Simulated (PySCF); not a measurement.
H2OSi, SMILES [SiH]O (connectivity only; charge and spin as stated), neutral, multiplicity 1.

Geometry optimised at PBE0-D3(BJ)/def2-TZVP.

Calculation: PySCF with PBE0-D3(BJ)/def2-TZVP.

Frequencies are harmonic and unscaled.

Computed vibrational spectrum:
| mode | ν (cm⁻¹) | IR (km/mol) | Raman (Å⁴/amu) | depolarisation | moving atoms (share of kinetic energy) |
|---|---|---|---|---|---|
| 1 | 637 | 139.1 | 2.0 | 0.75 | H 90 % |
| 2 | 742 | 131.0 | 8.1 | 0.71 | H 94 % |
| 3 | 870 | 104.6 | 11.0 | 0.47 | O 60 %, Si 30 %, H 10 % |
| 4 | 963 | 61.5 | 16.4 | 0.73 | H 80 %, Si 11 %, O 9 % |
| 5 | 1924 | 406.8 | 209.4 | 0.43 | H 96 % |
| 6 | 3885 | 83.0 | 109.0 | 0.25 | H 94 % |
